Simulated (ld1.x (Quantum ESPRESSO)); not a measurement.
## iodine, ultrasoft: configuration errors across variants

* Element: I (Z = 53)
* Generator: ld1.x (Quantum ESPRESSO) 7.5
* Type: ultrasoft
* Functional: PBE
* Relativity: scalar-relativistic
* Frozen core: [Kr]
* Valence charge: 17
* Reference configuration: 4d10 5s1.5 5p5.5
* Partial waves: 5s (bound): rcut 1.20, rcutus 1.60 bohr; 5s channel at -0.85 Ry: rcut 1.20, rcutus 1.60 bohr; 5p (bound): rcut 1.80, rcutus 2.25 bohr; 5p channel at 0.8 Ry: rcut 1.80, rcutus 2.25 bohr; 4d (bound): rcut 0.85, rcutus 0.95 bohr; 4d channel at -3 Ry: rcut 0.85, rcutus 0.95 bohr
* Local potential: all-electron potential smoothed inside 1.55 bohr (lloc = -1)
* Core correction: none
* Augmentation charge: PSQ, radius 0.70 bohr

All-electron excitation energies from the reference (eV): (1) 4d10 5s2 5p5 -5.184; (2) 4d10 5s2 5p4 5.947; (3) 4d10 5s2 5p3 25.793.

A true bound ghost makes a file unfit for plane-wave use even where its test errors are small: the radial tests pick states by their node count and pass the ghost by.

Errors AE − PS in meV (a dash: test not solved or not reliable):

| change | (1) | (2) | (3) | bound ghosts |
| --- | --- | --- | --- | --- |
| base | +2.8 | -0.5 | -4.3 | s |
| local potential all-electron potential smoothed inside 0.86 bohr (lloc = -1) | +3.5 | +0.3 | -1.8 | p, s |
| local potential all-electron potential smoothed inside 1.14 bohr (lloc = -1) | +2.9 | -0.3 | -4.2 | s, p |
| local potential all-electron potential smoothed inside 1.30 bohr (lloc = -1) | +3.0 | -0.6 | -19 | s |
| local potential all-electron potential smoothed inside 1.42 bohr (lloc = -1) | +2.9 | -0.4 | -4.1 | s |
| local potential all-electron potential smoothed inside 1.62 bohr (lloc = -1) | +2.8 | -0.5 | -4.5 | s |
| local potential all-electron potential smoothed inside 1.86 bohr (lloc = -1) | +2.5 | -0.8 | -5.1 | s |
| local potential all-electron potential smoothed inside 2.04 bohr (lloc = -1) | +2.6 | -0.8 | -5.0 | s |
| local potential all-electron potential smoothed inside 2.18 bohr (lloc = -1) | +2.7 | -0.5 | -4.5 | s |
| local potential all-electron potential smoothed inside 2.36 bohr (lloc = -1) | +2.9 | -0.4 | -4.2 | s |

Q: Give the same row for: local potential all-electron potential smoothed inside 2.62 bohr (lloc = -1).

A: +2.9, -0.3, -4.0; bound ghosts: none.
